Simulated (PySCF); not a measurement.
Excitation energy of In²⁺ by level of theory

In²⁺ [Kr] 4d10 5s1 (2S) → In²⁺ [Kr] 4d9 5s1 5p1 (high-spin determinant), as a difference of total energies. Calculation: PySCF 2.14, in ANO-RCC-VTZP (7s6p4d2f1g, 68 functions); scalar relativity by spin-free X2C-1e. Correlated levels: valence and next inner shell: [Ar] 3d10 frozen. The calculations carry no spin-orbit coupling.

```
                                method  excitation energy (cm⁻¹)
                                   UHF                    159510
    MP2 (valence and next inner shell)                    170930
SCS-MP2 (valence and next inner shell)                    169960
   CCSD (valence and next inner shell)                    167820
CCSD(T) (valence and next inner shell)                    168090
```

A first-order spin-orbit estimate (lowest level to lowest level, LS coupling) adds -0.171 eV.

The basis was made for the ground configuration and has no added diffuse functions, so the excitation energy can come out too high.

The determinant of the upper state mixes LS terms, which raises its energy above the lowest term, most at the Hartree-Fock and MP2 levels.
